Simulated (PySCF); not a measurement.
## Spinor energies of C (carbon, neutral)

Start: [He] 2s2 2p2; 2p1/2 filled at m_j = -1/2, +1/2. Calculated with PySCF 2.14 in x2c-SVPall-2c: generalised Hartree-Fock with the X2C-1e Hamiltonian and a Gaussian nucleus; one run each with spin-orbit coupling (SO) switched off, then screened by Boettger's factors.

```tsv
spinor shell	electrons	ε, spin-free (eV)	ε, screened SO (eV)	weight of nominal j (screened SO)	rms radius, screened SO (bohr)
1s1/2	2	-308.16	-308.16	1.000	0.312
2s1/2	2	-18.825	-18.824	1.000	1.77
2p1/2	2	-11.933	-11.934	0.501	1.89
```

```json
{"quantity": "E (hartree)", "spin-free": "-37.65802", "screened SO": "-37.65811"}
{"quantity": "M_J", "spin-free": "0", "screened SO": "0"}
{"quantity": "⟨J²⟩", "spin-free": "2.007", "screened SO": "2.002"}
{"quantity": "⟨L²⟩", "spin-free": "2.002", "screened SO": "2.002"}
{"quantity": "⟨S²⟩", "spin-free": "2.005", "screened SO": "2.005"}
```

The determinant has a definite M_J but mixes levels of different J.

Each row is a mean over spinors that exchange with the open shell spreads, by up to 6.654 eV (2s1/2).

Rows whose weight is well below 1 are mixtures of j = l ± 1/2: exchange outweighs spin-orbit coupling there, and the label is only the starting occupation.

Without spin-orbit coupling the j labels of p, d and f shells carry no meaning; the spin-free column gives the mean over the occupied spinors of each nl shell.
